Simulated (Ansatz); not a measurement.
A calculation with Ansatz (development build ahead of 0.2.0).

```yaml
crystal:
  periodic: [false, false, false]
  atoms:
    - { symbol: H, position_ang: [1.613, 0.00742, -0.00923] }
    - { symbol: H, position_ang: [1.3057, 0.94498, 0.00694] }
    - { symbol: H, position_ang: [0.50201, 1.54627, 0.00498] }
    - { symbol: H, position_ang: [-0.49691, 1.53238, -0.00644] }
    - { symbol: H, position_ang: [-1.30845, 0.95663, 0.00432] }
    - { symbol: H, position_ang: [-1.61897, 0.00344, 0.0015] }
    - { symbol: H, position_ang: [-1.31144, -0.95695, 0.00219] }
    - { symbol: H, position_ang: [-0.51031, -1.54831, 0.00947] }
    - { symbol: H, position_ang: [0.50133, -1.53332, -0.00771] }
    - { symbol: H, position_ang: [1.30944, -0.94945, 0.00145] }
basis:
  gaussian: { orbitals: cc-pVDZ }
hamiltonian:
  xc: hf
```

The input is written out in the form of the current development build from the run's settings.

Output:

```yaml
Converged: yes
Total_energy: -5.39350 hartree
Spin_squared_of_the_determinant: 0.000
```

Caution: stretched shape with no unrestricted run beside it, a lower state can exist.
